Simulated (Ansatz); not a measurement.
Al₁₅As₁₄H₃₆⁻, a nanocrystal cut from zinc blende AlAs (hydrogen-capped), relaxed as a singlet with RKS PBE-D4/def2-SVP in Ansatz, starting from the GFN2-xTB geometry. Force threshold 0.03 eV/Å.

Single mean-field runs in def2-SVP are fitted with def2-universal-jkfit.

Start:

Cartesian coordinates in Å:
```
As 4.121 1.158 1.050
As 0.517 4.141 1.402
As 3.034 -2.304 3.242
As -0.021 -3.639 2.444
As -3.209 2.366 1.921
As -3.392 -1.124 2.222
As 0.251 0.379 2.226
As 1.727 1.830 -1.598
As 1.647 -1.916 -0.818
As -2.150 0.317 -1.349
As -1.351 4.240 -1.254
As -0.136 1.572 -4.687
As -1.919 -3.563 -0.693
As -0.561 -2.376 -3.871
Al 2.655 0.057 2.766
Al -0.868 2.540 2.729
Al 3.757 2.874 -0.760
Al 1.271 4.161 -1.059
Al -1.116 -1.544 3.116
Al 2.161 -4.628 3.016
Al 2.993 -3.159 0.883
Al 0.508 -4.168 0.049
Al -4.814 0.768 2.966
Al -3.006 2.532 -0.538
Al -3.314 -1.589 -0.213
Al 0.148 -0.002 -0.288
Al 1.546 3.137 -3.637
Al 1.235 -3.577 -2.527
Al -1.697 -0.158 -3.722
H 5.138 1.587 2.100
H 3.173 2.267 1.576
H -0.053 5.501 1.775
H 1.561 4.282 2.489
H 4.555 -2.411 2.966
H -1.136 -4.699 2.488
H -3.592 3.845 2.140
H -4.029 -2.486 2.561
H -1.905 5.362 -0.386
H -2.175 4.771 -2.415
H -1.006 2.458 -3.778
H -0.984 2.013 -5.879
H -2.788 -4.571 0.042
H -2.648 -3.901 -1.998
H -1.435 -3.119 -4.867
H 0.374 -1.970 -4.996
H 3.057 0.910 4.044
H -0.797 3.103 4.202
H 3.463 4.316 -0.044
H 5.081 2.982 -1.595
H 1.632 5.657 -1.322
H -1.083 -1.528 4.700
H 1.966 -5.580 4.257
H 3.402 -5.216 2.162
H 2.265 -4.665 0.188
H 4.488 -3.213 0.361
H 0.091 -5.705 0.195
H -4.901 0.927 4.526
H -6.208 0.807 2.238
H -4.362 2.950 -1.238
H -4.747 -1.869 -0.823
H 2.753 3.165 -4.644
H 0.827 4.581 -3.544
H 2.367 -3.739 -3.620
H 0.553 -4.991 -2.153
H -2.916 -0.148 -4.724
```

```csv
step,energy (eV),largest force component (eV/Å),SCF passes
1,-951024.8411,1.406,22
2,-951026.7008,0.757,25
3,-951027.3474,0.449,26
4,-951027.7891,0.293,21
5,-951028.0692,0.303,21
6,-951028.2883,0.212,21
7,-951028.4680,0.219,21
8,-951028.6172,0.195,20
9,-951028.7456,0.216,20
10,-951028.8633,0.260,21
11,-951028.9692,0.289,21
13,-951029.1110,0.179,20
15,-951029.1979,0.186,20
17,-951029.2571,0.170,20
19,-951029.2990,0.189,20
21,-951029.3230,0.294,21
23,-951029.3462,0.277,20
25,-951029.3774,0.258,20
27,-951029.4066,0.199,20
29,-951029.4342,0.216,20
31,-951029.4513,0.045,21
33,-951029.4571,0.068,21
35,-951029.4599,0.034,21
37,-951029.4613,0.014,21
38,-951029.4618,0.019,21
```

Force components are those of the run's own axes.

End:

```xyz
65

As    3.949    1.512    1.607
As    0.460    4.068    1.927
As    3.240   -2.119    2.632
As    0.004   -3.702    2.395
As   -3.135    2.401    1.847
As   -3.408   -1.316    2.160
As    0.168    0.249    2.128
As    1.625    1.922   -1.306
As    1.315   -1.956   -1.001
As   -2.068    0.197   -1.203
As   -1.483    4.158   -1.215
As   -0.683    1.673   -4.577
As   -2.112   -3.700   -0.607
As   -0.605   -2.051   -4.192
Al    2.436    0.163    3.106
Al   -0.938    2.260    2.991
Al    4.033    1.415   -0.928
Al    0.954    4.135   -0.552
Al   -1.137   -1.621    3.140
Al    2.034   -3.959    3.874
Al    3.231   -2.888    0.259
Al    0.478   -4.079   -0.035
Al   -4.718    0.709    2.878
Al   -3.145    2.334   -0.630
Al   -3.489   -1.639   -0.292
Al    0.246    0.119   -0.331
Al    1.496    2.659   -3.682
Al    1.823   -1.881   -3.411
Al   -2.136   -0.149   -3.632
H     5.340    1.300    2.209
H     3.826    2.983    2.008
H    -0.047    5.450    2.340
H     1.790    4.137    2.673
H     4.707   -2.124    3.060
H    -0.975   -4.813    2.781
H    -3.696    3.778    2.211
H    -4.214   -2.502    2.696
H    -2.125    5.468   -0.755
H    -1.535    4.453   -2.712
H    -1.655    2.838   -4.770
H    -0.517    1.363   -6.066
H    -2.992   -4.738    0.101
H    -2.476   -4.170   -2.022
H    -1.300   -3.348   -3.794
H    -0.773   -2.209   -5.705
H     2.552    0.697    4.613
H    -1.010    2.484    4.573
H     4.976    2.614   -1.431
H     4.349   -0.123   -1.261
H     1.750    5.477   -0.899
H    -1.175   -1.516    4.739
H     1.687   -3.531    5.386
H     2.786   -5.351    3.574
H     2.380   -4.326    0.468
H     4.665   -3.061   -0.430
H     0.553   -5.521   -0.729
H    -4.681    0.901    4.474
H    -6.113    0.757    2.075
H    -4.538    2.693   -1.334
H    -4.947   -1.673   -0.958
H     2.679    2.181   -4.647
H     1.115    4.232   -3.594
H     2.105   -0.371   -3.895
H     2.644   -3.132   -3.986
H    -3.569   -0.210   -4.344
```

By distances, no bond broke or formed, bridged metal pairs apart. The bond that changes most is As8–Al26, from 2.75 to 2.47 Å (atoms count from 1). Metal–metal contacts that move far: Al22–Al28 2.74 to 4.25 Å, Al20–Al21 2.72 to 3.96 Å.

The force fell under the threshold at step 36, but the optimiser went on. No frequencies were taken in this run, so the end may be a saddle point.

It took 3.2 min on 11 threads of AMD EPYC 7R13 on a shared host and a whole NVIDIA H100 80GB HBM3, peak host memory 1.7 GiB.
